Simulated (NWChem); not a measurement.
System: Si2NH6OCl; SMILES O[Si@@](Cl)(N)[SiH3]

```xyz
11

N     -1.4625    -0.5699    -1.1841
Si    -0.3749    -0.0730     0.0511
O     -1.1421    -0.0530     1.5196
Si     0.6469     2.0189    -0.1346
Cl     1.1324    -1.5114    -0.0178
H     -2.2650    -0.0031    -1.4350
H     -1.1330    -1.1294    -1.9621
H     -1.6937    -0.8223     1.7046
H     -0.3838     3.1037    -0.1841
H      1.4338     2.0629    -1.4062
H      1.5676     2.2743     1.0140
```
Atoms are numbered in this order, from 1.

All runs: NWChem. Pople sets run with spherical d functions. All runs use the structure optimised with PBE0/def2-SVP. Isolated, static molecule.

GIAO at B3LYP/6-31G*: principal shieldings of Si2 are 385.0, 397.0, 415.8 ppm; an isolated tetramethylsilane molecule has σ = 415.4 ppm at the same levels.

**Question.** Find the isotropic 29Si shift, its principal values, the span and the skew.

**Answer.** 
1. σ(iso) = one third of the sum = 399.3 ppm.
2. δ = σ(reference) − σ = 16.1 ppm against tetramethylsilane.
3. δ11, δ22, δ33 = 30.4, 18.4, -0.4 ppm.
4. Span Ω = δ11 − δ33 = 30.8 ppm; skew κ = 3(δ22 − δ(iso))/Ω = 0.22.
